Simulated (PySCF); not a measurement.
Static response to an electric field

Compound: C₆H₆F₂.
Cartesian coordinates in Å at the GFN2-xTB level; atoms count from 1:
```xyz
14
C6H6F2 angstrom
F      0.961   -2.042   -1.048
C      0.532   -1.189   -0.069
F      0.394   -1.987    1.033
C      1.506   -0.062    0.168
C      0.943    1.114   -0.079
C     -0.481    0.977   -0.464
C     -1.355    0.372    0.603
C     -0.765   -0.503   -0.459
H      2.506   -0.263    0.501
H      1.427    2.071    0.001
H     -0.906    1.658   -1.184
H     -2.417    0.563    0.558
H     -0.962    0.291    1.605
H     -1.384   -0.998   -1.189
```

Level: CAM-B3LYP/def2-SVPD (PySCF), static field, nuclei fixed, core orbitals frozen in the response. The polarisability tensor in these axes (au):

```
x   67.29 -3.99 -0.20
y   -3.99 69.02 -0.60
z   -0.20 -0.60 54.78
```

Task: Diagonalise the tensor; give its mean and Δα, where Δα² is half the sum of the squared differences of the eigenvalues.

Result: Principal values 54.74, 64.10 and 72.24 au; mean 63.70 au = 9.44 Å³ = 10.50 × 10⁻⁴⁰ C²·m²/J; Δα = 15.17 au (24 % of the mean).

Task: What is the dipole moment, and where does it point?

Result: (-0.98, 3.02, -0.16) D, 3.18 D in size, pointing from the negative to the positive side. Measured along this direction, the outermost atoms are F1 at the negative end and H11 at the positive end.

Task: What depolarisation ratio follows for Rayleigh scattering of linearly polarised light, taking the static tensor?

Result: ρ = 3Δα²/(45ᾱ² + 4Δα²) = 689.9/(182574 + 919.9) = 0.00376.

Task: In a dilute gas of rigid molecules at 350 K, how does the orientational term μ²/3kT compare with the electronic polarisability?

Result: In Gaussian units μ²/3kT = 69.64 Å³ against 9.44 Å³, a ratio of 7.38; the Debye molar polarisation (4π/3)N_A(α + μ²/3kT) is 199.5 cm³/mol, leaving out the vibrational part.

Task: In TDDFT the mean static polarisability is Σ f/ω² over all singlet excitations (ω in hartree). How much of it do the 8 lowest give? Their energies (eV) and oscillator strengths: 6.30, 0.0980; 7.47, 0.0110; 7.50, 0.0504; 7.68, 0.0282; 8.04, 0.0276; 8.24, 0.0267; 8.36, 0.0011; 8.50, 0.0559.

Result: They add up to 4.19 au, 6.6 % of the 63.70 au; the largest single term is 1.83 au, from the state at 6.30 eV. Terms in order: 1.83, 0.15, 0.66, 0.35, 0.32, 0.29, 0.01, 0.57 au. Higher excitations give the rest. The strengths listed sum to 0.299.

Task: Molar refractivity from α?

Result: Lorentz–Lorenz: R = (4π/3)N_A α = 2.5225 cm³/(mol·Å³) × 9.44 Å³ = 23.8 cm³/mol, in the limit of long wavelengths.

Isolated species at its GFN2-xTB geometry, gas phase.

These values come from a run that also computed excited states. Hardware: an Arm Neoverse N1 with one thread, shared host with 64 logical CPUs at a one-minute load of 61. Cost: 82 s of wall time, 0.96 GiB resident at most.
